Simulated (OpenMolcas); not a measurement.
**Xe³⁺: CASPT2 settings compared**

| Property | Result |
| --- | --- |
| Program | OpenMolcas |
| Basis | ANO-RCC-VDZ [6s5p2d] |
| Scalar Hamiltonian | DKH4, point nucleus |
| Active space | 3 electrons in 3 orbitals (5p) |
| State averaging | 2S+1 = 4 odd, 1 root; 2S+1 = 2 odd, 8 roots |
| Spin-orbit coupling | RASSI with atomic mean-field integrals over the reference wave functions, term energies averaged over their components |

Methods on the same reference wave functions:
A. CASSCF
B. SS-CASPT2, IPEA 0.2 Eh, imaginary shift 0.3 Eh (closed shells correlated: 4d 5s)
C. SS-CASPT2, IPEA 0.1 Eh, no level shift (closed shells correlated: 5s)
D. XMS-CASPT2, IPEA 0.3 Eh, real shift 0.2 Eh (closed shells correlated: 4d 5s)

Energies in cm⁻¹ above 5s² 5p³ ⁴S°_3/2, the measured ground level; measured values from Saloman, J. Phys. Chem. Ref. Data 33, 765 (2004).

```json
{"Level": "5s² 5p³ ⁴S°_3/2", "A": "0.0", "B": "0.0", "C": "0.0", "D": "0.0", "Measured": "0.0"}
{"Level": "5s² 5p³ ²D°_3/2 [74 %]", "A": "17027", "B": "16420", "C": "16600", "D": "16380", "Measured": "13267"}
{"Level": "5s² 5p³ ²D°_5/2", "A": "21286", "B": "21210", "C": "21420", "D": "21100", "Measured": "17511"}
{"Level": "5s² 5p³ ²P°_1/2", "A": "33690", "B": "30320", "C": "30440", "D": "30530", "Measured": "28036"}
{"Level": "5s² 5p³ ²P°_3/2 [72 %]", "A": "40535", "B": "38030", "C": "38160", "D": "38150", "Measured": "35650"}
```

Deviations, from unrounded energies. A percentage is the sum of absolute deviations over the sum of measured energies, with the sign that they share, or ± where signs differ.

| Against measurement | Levels | A | B | C | D |
| --- | --- | --- | --- | --- | --- |
| mean absolute deviation (cm-1) | 4 | 4500 | 2900 | 3000 | 2900 |
| other terms of the ground configuration (%) | 4 | +19.1 | +12.2 | +12.9 | +12.4 |

B, D lie about equally close to measurement and A furthest from it. The largest miss of B in the table is 5s² 5p³ ²D°_5/2, by +3700 cm-1. The ranking rests on the paired levels alone, and a cruder setting can come out closer through cancelling errors.

Among B to D the level of the table that moves most is 5s² 5p³ ²D°_5/2, by 320 cm-1 (lowest in D, highest in C). Moves below CASPT2's spread within the term are not significant.

The two smallest mean deviations differ by little beside CASPT2's spread within terms, so their order carries little weight.

From A to B the spin-free energies of the other terms of 5s² 5p³ shown, above ⁴S°, scale by factors of 0.88 to 0.98.

The lowest spin-free term lies below A's lowest term by 0.008 hartree in B, 0.006 hartree in C, 0.008 hartree in D.

CASPT2 breaks the degeneracy within a term, and the mean is taken; among the terms shown or strongly mixed into the levels shown the widest spread is 140 cm-1 (5s² 5p³ ²P°, D). With the s shell closed, the reference lacks s² → p² mixing. The basis is small and was not contracted for so high a charge. Some terms miss by over 15 % even with CASPT2, which points to a basis or an active space too small for the shells correlated (holds for B; C; D). Measured partners are found by configuration, term and J. A level has none where our copy of the source lacks it or the pairing is in doubt (some pairs that miss far off the trend of their configuration count as doubtful), and it then counts in no deviation. Levels of configurations outside the active space are missing.

A share in square brackets marks a mixed level and gives the weight of the term that names it, the lowest over the columns. ° marks odd parity.
